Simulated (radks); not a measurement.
Isoelectronic series with 9 electrons, all held in the configuration [He] 2s2 2p5, which need not be the ground one along the series. Calculated with a radial shooting solver on a logarithmic mesh with Libxc functionals: Dirac Kohn-Sham, PBE, spin-unpolarised, spherical densities, finite nucleus; open shells are shared between the two j in proportion to 2j + 1; Fermi nuclear charge, rms radius of each element as measured or else 0.836 A^(1/3) + 0.57 fm. Total energies (hartree) and mean radii <r> (bohr):

ion    E (hartree)    2p3/2    2p1/2    2s1/2    1s1/2
F        -99.74436    1.106    1.103    1.003   0.1763
Mg3+    -196.45162   0.6422   0.6404   0.6714   0.1306
P6+     -327.29344   0.4596   0.4577   0.5017   0.1035
Ar9+    -492.39080   0.3589   0.3567   0.3999  0.08562
Sc12+   -691.95429   0.2946   0.2923   0.3322  0.07293
Cr15+   -926.25337   0.2499   0.2473   0.2838  0.06346
Zn21+  -1500.40838   0.1918   0.1886   0.2192  0.05023
As24+  -1841.07852   0.1717   0.1683   0.1965  0.04543
Kr27+  -2218.11886   0.1555   0.1518   0.1778  0.04143
Mo33+  -3083.61693   0.1306   0.1264   0.1490  0.03511
Rh36+  -3573.40715   0.1209   0.1164   0.1376  0.03258
Cd39+  -4102.24123   0.1125   0.1077   0.1277  0.03035
Sb42+  -4670.99429   0.1052   0.1001   0.1190  0.02838
Xe45+  -5280.63029  0.09873  0.09334   0.1112  0.02662
La48+   -5932.2309  0.09300  0.08730   0.1043  0.02503
Nd51+   -6626.9903  0.08787  0.08186  0.09803  0.02360
Eu54+   -7366.1986  0.08326  0.07693  0.09236  0.02229
Dy57+   -8151.3739  0.07908  0.07244  0.08719  0.02109
Tm60+   -8984.1893  0.07528  0.06831  0.08244  0.01998
Hf63+   -9866.3817  0.07181  0.06451  0.07807  0.01896
Re66+  -10800.1178  0.06863  0.06098  0.07402  0.01801

Estimate the row of Co18+.

Answer. E (hartree) -1195.61182; 2p3/2 0.2170; 2p1/2 0.2142; 2s1/2 0.2475; 1s1/2 0.05611.
